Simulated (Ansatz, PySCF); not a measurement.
Reaction (SMILES): C/C=C\C#N + 7 [H][H] (H2) -> 4 C (CH4) + N (NH3)
Each molecule is optimised on its own at B3LYP-D3(BJ)/def2-TZVP (Ansatz, an electronic-structure program). Unstable Hartree-Fock reference: C/C=C\C#N.

Wanted: energy of full hydrogenation (enthalpy at 298 K, with B3LYP-D3(BJ) rigid-rotor harmonic-oscillator terms from PySCF), in kJ/mol. Cores are frozen in the correlated levels unless marked. No spin-orbit coupling. No relativistic terms. CBS marks a two-point X^-3 extrapolation of the correlation energy; Hartree-Fock from the larger set. The bracket is a focal-point correction in the basis named.

```tsv
level	program	energy of full hydrogenation (kJ/mol)	minus last row
HF/def2-TZVPD	PySCF	-536.7	-40.7
HF-D4/def2-TZVPD	PySCF + dftd4	-515.1	-19.1
BLYP-D4/def2-TZVPD	Ansatz + dftd4	-428.0	68.0
revPBE-D4/def2-TZVPD	Ansatz + dftd4	-446.8	49.2
PBE0-D4/def2-TZVPD	Ansatz + dftd4	-542.5	-46.5
HSE06/def2-TZVPD	Ansatz	-549.4	-53.4
wB97M-V/def2-TZVPD	Ansatz	-507.9	-11.9
wB97X/def2-TZVPD	Ansatz	-550.5	-54.5
MP2/aug-cc-pVTZ	Ansatz	-485.3	10.7
RI-MP2/CBS(cc-pVTZ,cc-pVQZ)	Ansatz	-484.6	11.4
SCS-MP2/6-31G	Ansatz	-394.8	101.2
SCS-MP2/6-31G*	Ansatz	-415.7	80.3
SCS-MP2/cc-pVDZ	Ansatz	-457.6	38.4
SCS-MP2/aug-cc-pVTZ	Ansatz	-478.4	17.6
CCSD/STO-3G	Ansatz	-385.7	110.3
CCSD/cc-pVDZ	Ansatz	-494.9	1.1
CCSD(T)/aug-cc-pVDZ	Ansatz	-505.4	-9.4
CCSD(T)/cc-pVTZ	Ansatz	-491.7	4.3
CCSD(T) with core electrons/cc-pwCVTZ	Ansatz	-487.9	8.1
RI-MP2/CBS(cc-pVTZ,cc-pVQZ)+[CCSD(T)-MP2]/cc-pVDZ	Ansatz	-494.8	1.2
RI-MP2/CBS(aug-cc-pVTZ,aug-cc-pVQZ)+[CCSD(T)-MP2]/aug-cc-pVTZ	Ansatz	-496.0	0.0
```
